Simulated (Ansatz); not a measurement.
Geometry optimisation, Ansatz, RKS PBE0/def2-SVP.

input.yaml

```yaml
crystal:
  periodic: [false, false, false]
  atoms:
    - { symbol: Ge, position_ang: [0.0, 0.0, 0.0] }
    - { symbol: H, position_ang: [0.0, 0.0, 1.9] }
    - { symbol: F, position_ang: [1.5842, 0.0, -0.5594] }
    - { symbol: F, position_ang: [-0.7913, 1.3709, -0.5594] }
    - { symbol: Ge, position_ang: [-1.1304, -1.9584, -0.7992] }
    - { symbol: H, position_ang: [-1.8281, -2.673, 0.3861] }
    - { symbol: H, position_ang: [-2.1918, -1.5497, -1.8522] }
    - { symbol: H, position_ang: [-0.1029, -2.92, -1.4487] }
    - { symbol: O, position_ang: [0.7702, -1.8071, 0.6527] }
    - { symbol: H, position_ang: [0.1354, -2.5529, 0.4061] }
    - { symbol: H, position_ang: [0.3897, -0.9142, 1.8011] }
basis:
  gaussian: { orbitals: def2-SVP }
hamiltonian:
  xc: pbe0
relax:
  f_tol: 0.15
  max_steps: 25
  restrain:
    - { distance: [0, 8], at: 1.77, k: 30.0 }
    - { distance: [10, 1], at: 0.66, k: 30.0 }
    - { distance: [0, 1], at: 2.75, k: 30.0 }
    - { distance: [10, 8], at: 2.21, k: 30.0 }
output:
  orbitals: {}
```

Run as:

```bash
$ ansatz run input.yaml --threads 4 --pin off --max-ram 5120MiB --backend cpu --events-out ev --progress --plain --runs-dir out
```

Question: Where does it end, and by what steps?

Answer: It converged. The restraints hold the end off the free minimum; the threshold counts their pulls, which the force column leaves out. Restrained pairs: Ge1–O9 (2.07 → 1.77 Å), H2–H11 (1.00 → 0.72 Å), Ge1–H2 (1.90 → 2.75 Å), O9–H11 (1.50 → 2.21 Å). After 23 steps the energy has fallen by 4.391 eV (the restraints' own energy left out); H10 moved furthest, 2.27 Å.

| step | energy less start (eV) | largest force component (eV/Å) | accepted |
| --- | --- | --- | --- |
| 0 | 0.0000 | 3.899 | yes |
| 1 | -0.3379 | 2.891 | yes |
| 2 | -0.7973 | 2.778 | yes |
| 3 | -2.2704 | 2.527 | yes |
| 4 | -3.0460 | 1.875 | yes |
| 5 | -3.4749 | 1.279 | yes |
| 6 | -3.7475 | 1.359 | yes |
| 7 | -3.9619 | 1.380 | yes |
| 8 | -4.0966 | 1.314 | yes |
| 9 | -4.1600 | 1.228 | yes |
| 10 | -4.2210 | 0.810 | yes |
| 11 | -4.2110 | 1.497 | yes |
| 12 | -4.2031 | 1.672 | no |
| 13 | -4.2284 | 1.578 | yes |
| 14 | -4.2530 | 1.515 | yes |
| 15 | -4.2693 | 1.662 | yes |
| 16 | -4.2719 | 1.752 | no |
| 17 | -4.2817 | 1.711 | yes |
| 18 | -4.2921 | 1.696 | yes |
| 19 | -4.3096 | 1.702 | yes |
| 20 | -4.3282 | 1.671 | yes |
| 21 | -4.3471 | 1.494 | yes |
| 22 | -4.3748 | 1.517 | yes |
| 23 | -4.3909 | 1.481 | yes |

```xyz
11
Properties=species:S:1:pos:R:3
Ge 0.382 -0.608 -0.246
H -1.080 -0.535 2.087
F 1.520 -0.448 -1.550
F -0.089 1.011 0.136
Ge -1.465 -1.963 -1.019
H -2.350 -2.356 0.170
H -2.258 -1.150 -2.049
H -0.861 -3.212 -1.676
O 1.370 -1.202 1.092
H 2.171 -1.608 0.741
H -0.504 -0.934 2.241
```

Run time: 62 s on 4 threads of Arm Neoverse V2, with other jobs on the host, peak memory 0.41 GiB.
